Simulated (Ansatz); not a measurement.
`[SiH3][Se][GeH3]` + `N[AsH2]` → `N[AsH][SiH3]` + `[GeH3][SeH]` at 600 K and 1 bar (ligand exchange at the Si–Se bond).

Isolated molecules relaxed with PBE0-D4/def2-TZVP in Ansatz; ΔE leaves out vibrations. CBS: MP2 limit from def2 TZ/QZ plus the TZ coupled-cluster correction, frozen cores. For As, Ge, Se outer-core shells are correlated without core-valence functions, which leaves a few kJ/mol of doubt a bond. Scalar relativity is left out up to krypton. Each species was taken in one conformer, which may not be the lowest.

```csv
species,CCSD(T)/CBS energy (Eh),H − E (kJ/mol),S (J/(mol·K))
`[SiH3][Se][GeH3]`,-4769.53721,188.7,453.6
`N[AsH2]`,-2292.09958,143.7,315.6
`N[AsH][SiH3]`,-2582.38925,209.8,407.6
`[GeH3][SeH]`,-4479.23116,121.4,357.3
```

H − E and S are ideal-gas, rigid-rotor, harmonic terms from PBE0-D4/def2-TZVP, for one conformer and one mirror image of each species. 1 Eh = 2625.50 kJ/mol, R = 8.31446 J/(mol·K).

**Question.** By hand: ΔE, ΔH, ΔS and ΔG.

**Answer.** ΔE = (-2582.38925) + (-4479.23116) − (-4769.53721) − (-2292.09958) = 0.01638 Eh = 43.0 kJ/mol. Δ(H − E) = 209.8 + 121.4 − 188.7 − 143.7 = -1.2, so ΔH = 41.8 kJ/mol. ΔS = 407.6 + 357.3 − 453.6 − 315.6 = -4.3 J/(mol·K). ΔG = 41.8 − 600 × (-4.3)/1000 = 44.4 kJ/mol.

**Question.** By hand: the equilibrium constant, and the temperature at which ΔG would vanish if ΔH and ΔS stayed fixed.

**Answer.** log₁₀ K = −ΔG/(RT ln 10) = -3.9. ΔH and −TΔS have one sign here, so there is no such temperature. One of them is within its doubt of zero, so this could turn.

The number of gas molecules stays the same, so ΔS is small and ΔH decides. A doubt of 5 kJ/mol in ΔE shifts log₁₀ K by 0.4 here. Other conformers and mirror images would add mixing entropy, several J/(mol·K) or more a flexible species. Modes under 60 cm⁻¹, often nearly free rotors, make the harmonic entropy too high. These are equilibria of isolated gas molecules and say nothing of rates. Largest T1 diagnostic: 0.011 (customary marks: 0.02 for closed shells, 0.045 for open ones).
